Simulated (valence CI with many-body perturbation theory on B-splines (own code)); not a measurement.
# E1 transitions of Br²¹⁺

Method: valence CI with perturbative core correlation (CI+MBPT): four valence electrons over a frozen Dirac-Fock core [Ne], a basis of 11 s, 11 p, 10 d, 8 f, 5 g, 2 h functions for each j, with the one-electron correlation potential Σ1, the two-electron term Σ2, the three-electron term Σ3, Breit, model QED; selected CI, second order for the rest, scaled by the run's own slope (own B-spline code, finite nucleus).

No measured spectrum was set against this ion. As an estimate, levels of excited configurations hold to 0.05 to 0.15 % of their energy, terms of the ground configuration to about 0.5 %. Among the levels kept, up to 800 cm⁻¹ of a level comes from second order outside the variational space, and about a tenth of that is noise between levels of different J, which matters for small intervals.

Lines 51 to 100 of 571 in falling wavelength, among levels below 258.08 eV, chosen from the strongest by gf and those to the six lowest levels. Wavelengths and rates use the calculated energies, so an error of 300 cm⁻¹ moves a line at 19.18 nm by 0.058 % and its rate by three times that or more. Electric multipoles are in the length gauge, E1 and E2 with the static RPA response of the core. Weak lines are less certain than strong ones. Lines between different terms over intervals too small for the method are left out, as are lines whose strength nearly cancels. Where a level lies close to another of its J and parity, the split of strength between their lines is uncertain. The highest levels of a list are the least certain.

Names give the largest LS component (configuration and term), which can be under half, so a name can repeat, a term be missing and a line seem to break the LS rules; names also repeat where a configuration has a term twice. Letters in brackets count levels of one name in rising energy.

| λ vac (nm) | Upper | Lower | A (s⁻¹) | S (a.u.) |
| --- | --- | --- | --- | --- |
| 19.18 | 3p³3d ³F°_4 [b] | 3s3p²3d ³D_3 [b] | 2.93e+09 | 9.18e-02 |
| 19.15 | 3s3p²3d ¹G_4 | 3s²3p3d ³F°_4 | 2.07e+09 | 6.46e-02 |
| 19.07 | 3s3p²3d ¹F_3 [a] | 3s²3p3d ³P°_2 [a] | 3.42e+09 | 8.18e-02 |
| 19.04 | 3p³3d ³D°_2 [b] | 3s3p²3d ³F_3 [b] | 4.66e+09 | 7.93e-02 |
| 19.01 | 3s3p²3d ³G_5 | 3s²3p3d ³F°_4 | 1.46e+10 | 5.43e-01 |
| 18.99 | 3p³3d ⁵D°_3 | 3s3p²3d ³P_2 [a] | 2.96e+09 | 7.01e-02 |
| 18.95 | 3p³3d ⁵D°_3 | 3s3p²3d ³F_4 [a] | 7.58e+09 | 1.78e-01 |
| 18.93 | 3p³3d ³F°_4 [b] | 3s3p²3d ³F_3 [c] | 3.48e+09 | 1.05e-01 |
| 18.84 | 3p³3d ³F°_4 [a] | 3s3p²3d ³F_4 [a] | 7.29e+09 | 2.17e-01 |
| 18.82 | 3s3p³ ³P°_2 [b] | 3s²3p² ¹D_2 | 6.55e+09 | 1.08e-01 |
| 18.61 | 3p³3d ⁵D°_3 | 3s3p²3d ⁵P_2 | 3.30e+09 | 7.35e-02 |
| 18.60 | 3s3p²3d ³F_3 [c] | 3s²3p3d ³D°_2 | 5.56e+09 | 1.24e-01 |
| 18.59 | 3p³3d ⁵D°_4 | 3s3p²3d ³F_3 [a] | 2.03e+09 | 5.81e-02 |
| 18.58 | 3p³3d ³F°_4 [b] | 3s3p²3d ³F_4 [b] | 3.05e+09 | 8.68e-02 |
| 18.57 | 3p³3d ³F°_2 [b] | 3s3p²3d ³D_1 [c] | 3.67e+09 | 5.79e-02 |
| 18.55 | 3s3p3d² ⁵F°_3 [b] | 3s3p²3d ³F_4 [b] | 2.93e+09 | 6.47e-02 |
| 18.55 | 3p³3d ¹G°_4 | 3s3p²3d ³G_3 | 4.22e+09 | 1.20e-01 |
| 18.53 | 3s3p³ ³D°_1 | 3s²3p² ³P_0 | 6.37e+09 | 6.00e-02 |
| 18.45 | 3p³3d ³D°_2 [a] | 3s3p²3d ³F_3 [a] | 4.55e+09 | 7.06e-02 |
| 18.37 | 3s3p3d² ³H°_5 | 3s3p²3d ³F_4 [c] | 1.84e+09 | 6.18e-02 |
| 18.36 | 3s3p3d² ³D°_3 | 3s3p²3d ³D_3 [d] | 5.36e+09 | 1.15e-01 |
| 18.30 | 3p³3d ⁵D°_3 | 3s3p²3d ⁵P_3 | 5.22e+09 | 1.11e-01 |
| 18.27 | 3s3p3d² ³F°_4 | 3s3p²3d ³D_3 [c] | 2.09e+09 | 5.66e-02 |
| 18.26 | 3p³3d ³F°_3 [a] | 3s3p²3d ⁵D_4 | 9.81e+09 | 2.06e-01 |
| 18.24 | 3p³3d ³P°_2 [a] | 3s3p²3d ³D_3 [a] | 6.61e+09 | 9.89e-02 |
| 18.22 | 3p³3d ³F°_2 [a] | 3s3p²3d ⁵D_3 | 5.84e+09 | 8.71e-02 |
| 18.07 | 3s3p³ ³P°_2 [a] | 3s²3p² ³P_2 | 9.67e+09 | 1.41e-01 |
| 18.07 | 3p³3d ³F°_3 [b] | 3s3p²3d ³F_3 [a] | 3.95e+09 | 8.06e-02 |
| 18.07 | 3s3p³ ³P°_1 | 3s²3p² ³P_2 | 7.10e+08 | 6.20e-03 |
| 17.94 | 3p³3d ³F°_2 [b] | 3s3p²3d ³D_2 [a] | 5.27e+09 | 7.51e-02 |
| 17.92 | 3s3p3d² ³F°_3 [a] | 3s3p²3d ³D_2 [c] | 2.86e+09 | 5.68e-02 |
| 17.90 | 3s3p²3d ³G_4 | 3s²3p3d ³F°_3 | 1.78e+10 | 4.53e-01 |
| 17.75 | 3p³3d ³G°_5 | 3s3p²3d ³F_4 [a] | 3.82e+09 | 1.16e-01 |
| 17.73 | 3p³3d ³F°_3 [c] | 3s3p²3d ¹F_3 [a] | 5.92e+09 | 1.14e-01 |
| 17.64 | 3p³3d ³D°_2 [d] | 3s3p²3d ¹D_2 [a] | 7.91e+09 | 1.07e-01 |
| 17.58 | 3s3p3d² ³F°_3 [b] | 3s3p²3d ³D_3 [b] | 4.49e+09 | 8.43e-02 |
| 17.58 | 3s3p²3d ³G_3 | 3s²3p3d ³F°_2 | 1.35e+10 | 2.54e-01 |
| 17.53 | 3s3p³ ³P°_0 | 3s²3p² ³P_1 | 1.14e+10 | 3.04e-02 |
| 17.50 | 3p³3d ⁵D°_2 | 3s3p²3d ³F_2 [a] | 4.08e+09 | 5.40e-02 |
| 17.49 | 3p³3d ⁵D°_4 | 3s3p²3d ⁵F_5 | 1.78e+10 | 4.24e-01 |
| 17.49 | 3p³3d ⁵D°_4 | 3s3p²3d ⁵D_4 | 1.14e+10 | 2.71e-01 |
| 17.45 | 3s3p²3d ³F_2 [b] | 3s²3p3d ³F°_2 | 7.96e+09 | 1.04e-01 |
| 17.39 | 3s3p²3d ¹G_4 | 3s²3p3d ³F°_3 | 2.35e+09 | 5.49e-02 |
| 17.37 | 3p³3d ³F°_2 [b] | 3s3p²3d ³D_1 [a] | 6.93e+09 | 8.96e-02 |
| 17.33 | 3p³3d ³F°_3 [a] | 3s3p²3d ⁵F_4 | 4.74e+09 | 8.52e-02 |
| 17.31 | 3s3p²3d ³F_4 [c] | 3s²3p3d ³D°_3 | 2.00e+10 | 4.60e-01 |
| 17.30 | 3s3p³ ³P°_2 [a] | 3s²3p² ³P_1 | 9.80e+06 | 1.25e-04 |
| 17.30 | 3s3p³ ³P°_1 | 3s²3p² ³P_1 | 9.44e+09 | 7.24e-02 |
| 17.30 | 3s3p³ ³S°_1 | 3s²3p² ¹D_2 | 1.49e+08 | 1.14e-03 |
| 17.29 | 3s3p²3d ³F_2 [c] | 3s²3p3d ³D°_1 | 1.20e+10 | 1.52e-01 |
